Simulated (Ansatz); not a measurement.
Gas-phase electronic energies from Ansatz, PBE0-D4/def2-TZVP geometries. CCSD(T)/CBS adds triple-zeta CCSD(T) − MP2 to the extrapolated MP2 energy (def2 sets, frozen cores). DFT in def2-TZVPP. B3LYP here is the variant with VWN-RPA as its local correlation; programs differ in this. HSE06 is defined as in plane-wave codes. For Br, Ge, Ti outer-core shells are correlated without core-valence functions, which leaves a few kJ/mol of doubt a bond. Scalar relativity is left out up to krypton. Each species was taken in one conformer, which may not be the lowest.

Consider the redistribution: `[OH][Ti]([OH])([OH])[OH]` + `[F][Ge][Br]` → `[OH][Ti]([OH])([OH])[Br]` + `[OH][Ge][F]`.

```csv
level,ΔE (kJ/mol),difference from CCSD(T)/CBS
PBE-D4,-2.0,9.5
revPBE-D4,-0.6,10.9
BLYP-D4,-0.2,11.3
r2SCAN-D4,-8.3,3.2
B97M-V,-10.6,0.9
PBE0-D4,-4.5,7.0
B3LYP-D4,-2.7,8.8
r2SCANh-D4,-8.2,3.3
r2SCAN0-D4,-7.9,3.6
HSE06-D4,-4.4,7.1
BHLYP-D4,-4.7,6.8
CAM-B3LYP-D4,-6.4,5.1
ωB97X-V,-8.7,2.8
ωB97M-V,-7.8,3.7
B2PLYP,-11.9,-0.4
PBE,-1.3,10.2
revPBE,0.6,12.1
BLYP,1.2,12.7
r2SCAN,-8.1,3.4
PBE0,-3.7,7.8
B3LYP,-1.4,10.1
r2SCANh,-7.9,3.6
r2SCAN0,-7.6,3.9
HSE06,-3.6,7.9
BHLYP,-3.5,8.0
CAM-B3LYP,-5.5,6.0
LC-ωPBE,-9.3,2.2
RPA@PBE/def2-TZVPP,-13.4,-1.9
HF/def2-SVP,1.4,12.9
MP2/def2-SVP,-19.9,-8.4
CCSD(T)/def2-SVP,-12.9,-1.4
HF/def2-TZVPP,-3.7,7.8
MP2/def2-TZVPP,-21.8,-10.3
SCS-MP2/def2-TZVPP,-17.7,-6.2
CCSD/def2-TZVPP,-9.4,2.1
CCSD(T)/def2-TZVPP,-14.1,-2.6
HF/def2-QZVPP,-3.8,7.7
MP2/def2-QZVPP,-20.3,-8.8
SCS-MP2/def2-QZVPP,-16.3,-4.8
CCSD/CBS(def2),-6.7,4.8
CCSD(T)/CBS,-11.5,0
```

Largest T1 diagnostic among the species: 0.024, so the coupled-cluster value is less sure than usual.

From BLYP to BHLYP (50 % exact exchange), in def2-TZVPP and without D4, ΔE moves by −4.7 kJ/mol. In def2-TZVPP, CCSD(T) changes the Hartree–Fock value by −10.4 kJ/mol (the triples alone add −4.7 kJ/mol) and MP2 by −18.1 kJ/mol. Leaving LDA and LC-ωPBE aside and taking each functional with its dispersion term where it has one, the values, not all of them listed here, spread over 14.1 kJ/mol, from PBE-QIDH to BLYP-D4. LDA lies −5.9 kJ/mol from PBE without D4.
